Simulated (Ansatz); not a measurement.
```yaml
crystal:
  periodic: [false, false, false]
  atoms:
    - {symbol: F, position_ang: [1.009942, -2.735716, 1.361537]}
    - {symbol: Cu, position_ang: [0.459629, -1.244872, 0.619889]}
    - {symbol: P, position_ang: [-0.196295, 0.531841, -0.264620]}
    - {symbol: F, position_ang: [-1.365923, 0.453097, -1.272436]}
    - {symbol: F, position_ang: [0.816961, 1.343004, -1.104415]}
    - {symbol: F, position_ang: [-0.724324, 1.652646, 0.660035]}
basis:
  gaussian: {orbitals: STO-3G, final_grid: {core_spheres: 8, valence_spheres: 7, degree: 23}}
hamiltonian: {xc: {name: B2GP-PLYP}}
output: {forces: true}
```

```sh
$ ansatz run in.yaml --threads 4 --pin off --events-out ev --progress --plain --max-ram 10444MiB
```

Output, abridged:

```
Functional definition: B2GP-PLYP
550 factors; integrals over basis functions are off by at most 3.5e-4 eV
mean field evaluation 1: about -63324.1871 eV, gradient 2.7e2 eV
mean field evaluation 2: about -63326.2677 eV, gradient 2.7e2 eV
mean field evaluation 4: about -63459.8741 eV, gradient 1.6e2 eV
mean field evaluation 8: about -63862.0035 eV, gradient 1.5e2 eV
mean field evaluation 16: about -63979.0726 eV, gradient 2.6e0 eV
mean field evaluation 32: about -63980.3042 eV, gradient 2.9e-1 eV
mean field evaluation 64: about -63980.3064 eV, gradient 3.0e-4 eV
mean field evaluation 256: about -63980.3066 eV, gradient 2.1e-5 eV
mean field -63980.30662414 eV, -2351.2329010276 hartree, gradient 9.2e-10 eV, S^2 0.000000; 20 other end points of the search recorded, 0 dependent functions left out; unrestricted orbitals would lower it
14 core orbitals not correlated: weight in the atoms' cores, before any rotation towards them, 1.000 or more for the frozen orbitals, at most 0.000 for the correlated occupied ones
reference -63980.30670188 eV, -2351.2329038847 hartree; 26, 26 occupied and 7, 7 virtual orbitals, 550 factors
second order -6.87731817 eV of doubles, -0.00000000 eV of singles
Total energy: -63982.78253642 eV, -2351.3238891259 hartree
Atom 0 at     1.009942    -2.735716     1.361537 Å, force    -0.449626     1.238581    -0.620592 eV/Å
Atom 1 at     0.459629    -1.244872     0.619889 Å, force     0.378422    -1.597855     0.540025 eV/Å
Atom 2 at    -0.196295     0.531841    -0.264620 Å, force     2.027872    -5.850582     2.739002 eV/Å
Atom 3 at    -1.365923     0.453097    -1.272436 Å, force    -3.449930    -0.424364    -2.782826 eV/Å
Atom 4 at     0.816961     1.343004    -1.104415 Å, force     2.842793     2.869464    -2.173242 eV/Å
Atom 5 at    -0.724324     1.652646     0.660035 Å, force    -1.349531     3.764757     2.297633 eV/Å
Dipole moment:    -0.215256     0.567066    -0.295057 e Å
```

It took 30 s on 4 threads of an Arm Neoverse V1 on a shared host, with 0.15 GiB of host memory at the peak.
